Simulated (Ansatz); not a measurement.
The same ligand exchange along the group Mg, Zn, Cd.

Isolated molecules relaxed with PBE0-D4/def2-TZVP in Ansatz; ΔE leaves out vibrations. CCSD(T)/CBS is the MP2 limit (def2-TZVPP, def2-QZVPP) plus CCSD(T) − MP2 in def2-TZVPP, frozen cores. This one scheme is used for every species. Functionals use def2-TZVPP. B3LYP here is the variant with VWN-RPA as its local correlation; programs differ in this. Elements past krypton have def2 core potentials. For Cd, Mg, Zn outer-core shells are correlated without core-valence functions, which leaves a few kJ/mol of doubt a bond. Scalar relativity is left out up to krypton. Each species was taken in one conformer, which may not be the lowest.

```json
{"reaction": "`[CH3][Mg][NH2]` + H–F → `[CH3][Mg][F]` + NH₃", "CCSD(T)/CBS(def2) (eV)": "-1.30"}
{"reaction": "`[CH3][Zn][NH2]` + H–F → `[CH3][Zn][F]` + NH₃", "CCSD(T)/CBS(def2) (eV)": "?"}
{"reaction": "`[CH3][Cd][NH2]` + H–F → `[CH3][Cd][F]` + NH₃", "CCSD(T)/CBS(def2) (eV)": "-0.65"}
```

Fill in the missing values. (An estimate is asked.)

Ansatz gave: `[CH3][Zn][NH2]` + H–F → `[CH3][Zn][F]` + NH₃: -0.73 eV.

Largest T1 diagnostic: 0.016, for `[CH3][Zn][F]`.
